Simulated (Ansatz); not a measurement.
Two structures of CH$_{7}$ClGe, closed shell, reached by relaxing down either side of one saddle point (PBE0-D4/def2-TZVP). Energies are electronic, without zero-point energy. Ansatz 0.2.0; basis: def2-TZVPP and def2-QZVPP; cores frozen in the correlated methods. Filled d shells of the heavier atoms are correlated. The def2 sets are not built for correlating such inner shells, so the correlated values are less sure here. Extrapolation: Hartree–Fock as exp(−7.88 √X), correlation as X^−2.97. First:

Ge1  (-0.182, -0.064, -1.157)
C2  (0.567, -0.999, 0.381)
H3  (-0.862, 1.250, -0.699)
H4  (0.911, 0.317, -2.169)
H5  (-1.255, -0.910, -1.861)
H6  (-0.743, 1.839, 1.114)
Cl7  (-0.571, 2.111, 2.359)
H8  (-0.219, -1.242, 1.096)
H9  (1.045, -1.925, 0.056)
H10  (1.309, -0.376, 0.880)
(Å)

Second:

Ge1  (-0.737, 1.321, -1.552)
C2  (0.704, -1.401, 1.415)
H3  (-2.225, 1.535, -1.848)
H4  (0.150, 1.927, -2.645)
H5  (-0.410, -0.154, -1.305)
H6  (0.552, -0.325, 1.490)
Cl7  (-0.299, 2.383, 0.273)
H8  (-0.243, -1.888, 1.183)
H9  (1.425, -1.614, 0.626)
H10  (1.084, -1.783, 2.363)
(Å)

(1) Which bonds change from the first to the second?

(2) Give the saddle point's structure and its height above each. (Judge from chemistry; the value comes from the calculation.)

T1 diagnostic: at most 0.011. The end structure is not quite a true minimum (one mode of 26i cm⁻¹).

## Answers

(1) CH₆Ge ([CH3][GeH3]) + HCl → GeH₃Cl ([Cl][GeH3]) + CH₄; bonds formed: Ge1–Cl7, C2–H6; bonds broken: Ge1–C2, H6–Cl7.

(2) By the calculation: 1.899 eV above the first and 2.758 eV above the second (CCSD(T) at an estimated basis limit (MP2 extrapolated from triple and quadruple zeta, plus CCSD(T) − MP2 in triple zeta)).
```
10
angstrom
Ge -0.4010 0.4015 -0.9999
C 0.3768 -0.8078 0.7282
H -1.8407 0.8566 -0.8164
H 0.6633 1.2688 -1.6548
H -0.4205 -0.9702 -1.7326
H 0.1993 0.4225 0.8029
Cl -0.0215 2.1900 1.0125
H -0.4777 -1.4810 0.7303
H 1.2182 -1.2019 0.1622
H 0.7038 -0.6784 1.7678
```

Labels in which every atom is bracketed show which atoms are joined, not bond orders.

For scale, one of the runs: CCSD(T)/def2-TZVPP, 219 basis functions (an equivalent command: `ansatz run in.yaml --threads 4`). Time: 72 s of wall clock on 4 CPU threads; the host was shared. Peak host memory: 3.2 GiB.
